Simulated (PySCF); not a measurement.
# MoS(OH)2: fields on a plane

These are results of UPBE0/[Mo def2-SVP with ECP28, S def2-SVP, O def2-SVP, H def2-SVP], scalar-relativistic core potentials, density fitting, no spin–orbit coupling, PySCF, not measurements.

The triplet minimum has Mo–O 1.878 Å (×2), Mo–S 2.115 Å, O–H 0.965 Å (×2); H–O–Mo 126.7° (×2), O–Mo–O 115.2°, O–Mo–S 121.0° (×2).

The plane holds Mo1 at (0.00, 0.00), S2 at (2.11, 0.00), O3 at (-0.97, 1.61) Å. Columns run from x = -2.85 to 4.35 Å, rows from y = 4.05 (top) to -1.95 Å, in steps of 0.3 Å. Other isomers or separated fragments may lie lower. Core electrons replaced by a potential are absent, the electrostatic potential uses the reduced nuclear charge, and values within about 0.7 Å of such atoms have no physical meaning.

**Question.** Give the highest occupied orbital (Å^-3/2) at -6.16 eV (cut at ±0.3; overall sign arbitrary). Lower edges of the bins (Å^-3/2): '_' -0.300, '.' -0.240, ':' -0.180, '-' -0.120, '=' -0.060, '+' 0.000, '*' 0.060, '#' 0.120, '%' 0.180, '@' 0.240; top 0.30, each point printed twice.

**Answer.** 
```
++++++++++++++++++++++++++++++++++++==============
++++++++++++++++++++++++++++++++++++++++++++======
++++++++++++++++++++++++++++++++++++++++++++++++++
++++==========++++++++++++++++++++++++++++++++++++
++================++++++++++++++++++++++++++++++++
====================++++++++++++++++++++++++++++++
========----::--======++++++++++++++++++++++++++++
========--..__::========++++++++++++++++++++++++++
========--..::++++========++++++****++++++++++++++
============**##++========++++**********++++++++++
==========++****++--::::--++**########****++++++++
======++++++****++::____::==**##%%@@%%##**++++++++
==++++++++++******::____::==**##%%%%%%****++++++++
++++++++++++++****++::..--==++**::..**++++++++++++
==============--::--++##++++==--##%%--============
++==========--..____==**++==--::......::--========
++++++++====--::__..--======--..____..::--========
++++++++++++==--::::--======--::::::::----========
++++++++**####**==----======------------==========
++++++**##%%@@%%**============--------============
++++++**##%%@@%%**++==============================
```

**Question.** Give the electrostatic potential (V) (cut at 20 V). Lower edges of the bins (V): '_' -1.51, '.' -1.38, ':' -1.18, '-' -0.86, '=' -0.36, '+' 0.45, '*' 1.72, '#' 3.73, '%' 6.92, '@' 11.98; top 20.0, each point printed twice.

**Answer.** 
```
========++++++++++++++============================
========++++++++++++++++==========================
========++++++++++++++++==========================
========++++******++++++==========================
========++********++++++==========================
========++**######**++++==========----------======
------==**%%@@@@%%**++++========--------------====
--::::==##@@@@@@@@##++++++====--------------------
--::..==%%@@@@@@@@##****++++====------------------
--::..--##@@@@@@@@%%####****++++++++++==----------
--::::--++%%@@@@@@@@@@%%%%##**########**==--------
------==++##%%@@@@@@@@@@@@%%%%@@@@@@@@##**==------
========**##@@@@@@@@@@@@@@@@@@@@@@@@@@@@##++==----
======++**##@@@@@@@@@@@@@@@@@@@@@@@@@@@@##++==----
======++**##@@@@@@@@@@@@@@@@@@@@@@@@@@@@##++==----
======++**##@@@@@@@@@@@@@@@@@@@@@@@@@@@@##++==----
------==++##%%@@@@@@@@@@@@%%%%@@@@@@@@##**==------
----::--++##%%@@@@@@@@@@%%##**########**====------
--::..::++%%@@@@%%######****++++++++++==----------
--::____++%%@@@@##******++++====------------------
--::..__--**####**============--------------------
```

With open d or f shells other occupations or spin states may lie lower.
